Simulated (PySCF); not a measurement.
C2H5BrCd. Atoms are numbered in the order given.

```xyz
9

Cd     0.1809     0.4005     0.0000
Br    -0.1562    -2.0099     0.0000
C      0.4742     2.5005     0.0000
C     -0.8033     3.3305     0.0000
H      1.0946     2.7253    -0.8824
H      1.0946     2.7253     0.8824
H     -1.4282     3.1367     0.8857
H     -1.4282     3.1367    -0.8857
H     -0.5748     4.4106     0.0000
```
Charge 0, spin multiplicity 1.

The structure is a stationary point at PBE0-D3(BJ)/def2-SVP. The def2 effective core potentials stand for the cores of Cd; spin–orbit coupling is left out. The values are those of a single conformer.

The numbers are results of PBE0-D3(BJ)/def2-SVP (PySCF 2.14.0), not measurements.

Frequencies are harmonic and unscaled.

```tsv
mode	ν (cm⁻¹)	IR (km/mol)	Raman (Å⁴/amu)	depolarisation	moving atoms (share of kinetic energy)
1	62	1.3	0.3	0.71	Cd 36 %, C 32 %, Br 19 %, H 14 %
2	85	1.7	0.5	0.75	H 31 %, Cd 30 %, C 27 %, Br 11 %
3	214	6.3	10.4	0.26	C 52 %, Br 24 %, H 16 %
4	243	1.1	0.1	0.75	H 88 %, C 10 %
5	263	20.7	7.1	0.26	Br 39 %, Cd 35 %, C 18 %
6	494	14.4	29.3	0.20	C 65 %, H 21 %, Cd 14 %
7	641	24.7	0.1	0.75	H 82 %, C 17 %
8	941	3.0	0.2	0.75	H 92 %, C 8 %
9	968	5.3	1.0	0.30	H 84 %, C 16 %
10	1057	4.7	12.0	0.71	C 74 %, H 26 %
11	1189	47.2	87.3	0.22	H 67 %, C 33 %
12	1243	3.1	1.2	0.75	H 77 %, C 23 %
13	1394	5.9	13.9	0.59	H 82 %, C 18 %
14	1440	0.9	9.7	0.73	H 89 %, C 11 %
15	1471	1.8	17.6	0.72	H 97 %
16	1476	9.0	23.0	0.75	H 97 %
17	3039	40.8	236.6	0.11	H 97 %
18	3075	9.9	132.9	0.12	H 95 %
19	3121	16.1	155.0	0.64	H 91 %, C 9 %
20	3130	0.1	134.2	0.75	H 91 %, C 9 %
21	3149	20.1	23.5	0.75	H 90 %, C 10 %
```
